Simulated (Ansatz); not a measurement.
Abridged output of a molecular run in Ansatz:

```
Functional definition: HF
1133 factors; integrals over basis functions are off by at most 9.7e-4 eV
mean field evaluation 1: about -11916.7583 eV, gradient 4.2e1 eV
mean field evaluation 2: about -11917.0414 eV, gradient 4.2e1 eV
mean field evaluation 4: about -11921.0057 eV, gradient 4.2e0 eV
mean field evaluation 8: about -11921.0783 eV, gradient 4.4e-1 eV
mean field evaluation 16: about -11921.0800 eV, gradient 2.3e-6 eV
mean field -11921.08003635 eV, -438.0916109376 hartree, gradient 2.3e-6 eV, S^2 0.000000; 0 other end points of the search recorded, 0 dependent functions left out
8 core orbitals not correlated: weight in the atoms' cores, before any rotation towards them, 1.000 or more for the frozen orbitals, at most 0.000 for the correlated occupied ones
reference -11921.08003635 eV, -438.0916109376 hartree; 11, 11 occupied and 172, 172 virtual orbitals, 1133 factors
second order -18.41962458 eV of doubles, -0.00000000 eV of singles
cycle   1  -18.40598389 eV  change    1.4e-2 eV  update   1.0e-1
cycle   2  -18.92898817 eV  change   -5.2e-1 eV  update   3.2e-2
cycle   3  -19.04977018 eV  change   -1.2e-1 eV  update   1.7e-2
cycle   4  -19.03500864 eV  change    1.5e-2 eV  update   4.5e-3
cycle   5  -19.03463629 eV  change    3.7e-4 eV  update   2.2e-3
cycle   6  -19.03542988 eV  change   -7.9e-4 eV  update   6.2e-4
cycle   7  -19.03508533 eV  change    3.4e-4 eV  update   2.2e-4
cycle   8  -19.03501138 eV  change    7.4e-5 eV  update   7.6e-5
cycle   9  -19.03503482 eV  change   -2.3e-5 eV  update   3.2e-5
cycle  10  -19.03502244 eV  change    1.2e-5 eV  update   1.7e-5
perturbative correction -0.89143701 eV, -0.0327597060 hartree
Total energy: -11941.00649580 eV, -438.8238948157 hartree
```

Its atoms:

```xyz
8

C    -0.916    0.117   -0.669
N    -0.636   -1.141   -0.549
Si    0.721   -0.600    0.435
N     0.044    0.943   -0.100
H    -1.794    0.527   -1.177
H     0.610   -0.850    1.892
H     2.101   -0.883   -0.028
H    -0.129    1.888    0.196
```

Task: Which basis set was used?
A. def2-SVP
B. cc-pV(Q+d)Z
C. cc-pV(D+d)Z
D. def2-TZVPP

Result: D. It gives 191 functions.

Task: Write the keys of the input that set method, charge and spin (a neutral closed shell needs none for the last two).

Result: 
```yaml
correlation: {method: ccsd_t}
```
